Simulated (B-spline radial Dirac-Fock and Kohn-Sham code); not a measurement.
K-line shifts caused by a second vacancy in V⁴⁺

System: the V⁴⁺ ion in the configuration 1s2 2s2 2p6 3s2 3p6 3d1.

Model: relaxed Dirac-Fock hole states (ΔSCF) with Breit and QED corrections and a finite nucleus. Program: an atomic code on a B-spline grid. Each two-hole energy is an average over J within one jj subconfiguration, not an observable level; in light atoms, where LS coupling holds, the j-resolved values are not observed lines, and for a K spectator the Kα1 hypersatellite is nearly forbidden. Correlation and solid-state effects are left out.

Lines without a spectator: Kα2 (K-L2) 4942.4 eV, Kα1 (K-L3) 4949.3 eV, Kβ3 (K-M2) 5432.0 eV, Kβ1 (K-M3) 5432.9 eV. Shifts in eV with one spectator hole (a dash: not computed, or left out as unreliable):

```tsv
spectator hole	Kα2	Kα1	Kβ3	Kβ1
L2 (2p1/2)	+20.78	+25.55	–	+63.0
L3 (2p3/2)	+24.18	+23.03	+61.5	–
M2 (3p1/2)	–	+1.87	+6.71	+8.13
M3 (3p3/2)	+1.74	–	+7.88	+7.49
```

Problem. Where does the K-L3 hypersatellite lie, emitted when both K electrons are missing?

Solution. +239.8 eV from the normal line, at 5189.1 eV. Removing both K electrons costs 11406.7 eV, which is 329.3 eV more than twice the K binding energy. In light atoms the observed hypersatellite is the ¹S₀ → ¹P₁ component, which lies below this average, and the triplet component is nearly forbidden.

With n spectator holes in 2p, averaged over the 2p shell (energies in eV):

| n | KαLⁿ | step | hypersatellite KαʰLⁿ |
| --- | --- | --- | --- |
| 0 | 4947.0 | – | 5186.3 |
| 1 | 4970.9 | +23.9 | 5211.5 |
| 2 | 4996.1 | +25.2 | 5238.1 |
| 3 | 5022.6 | +26.5 | 5265.9 |
| 4 | 5050.4 | +27.9 | 5295.1 |
| 5 | 5079.6 | +29.2 | 5325.6 |
